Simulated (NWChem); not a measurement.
**Correlation energy of H₄PSi**

```
Si
H 1 1.4992
H 1 1.4992 2 108.32
P 1 2.2736 2 108.33 3 117.30
H 4 1.4287 1 96.20 2 73.67
H 4 1.4287 5 94.63 1 -96.77
```
Charge 0, spin multiplicity 2.

The numbers come from NWChem runs, not from measurements. Structure: optimised with UB3LYP/def2-SVP, a minimum by its harmonic frequencies. It is one conformer; others weren't searched.

Basis set: 6-311G**. Each correlation energy counts from its own Hartree-Fock reference.

| method | correlation energy (mHa) |
|---|---|
| UMP2 | -210.4 |
| SCS-UMP2 | -220.7 |
| CCSD on ROHF | -253.5 |
| CCSD[T] on ROHF | -261.5 |
| CCSD(T) on ROHF | -261.3 |
| CCSD on UHF | -251.8 |
| CCSD[T] on UHF | -259.6 |
| CCSD(T) on UHF | -259.3 |

The values span 51.0 mHa, from CCSD[T] on ROHF (lowest) to UMP2 (highest). 

The correlated methods keep 10 core orbitals frozen. The Pople sets run with spherical d functions. The structure started from a generated list of species. The unpaired electrons of the parent sit in orbitals of symmetry a' (Cs labels of the run); other states weren't searched. No SCF solution was tested for a lower state. Open-shell Hartree-Fock references start from PBE0 orbitals. No row is a measurement; the coupled-cluster row has its own basis-set and correlation limits.
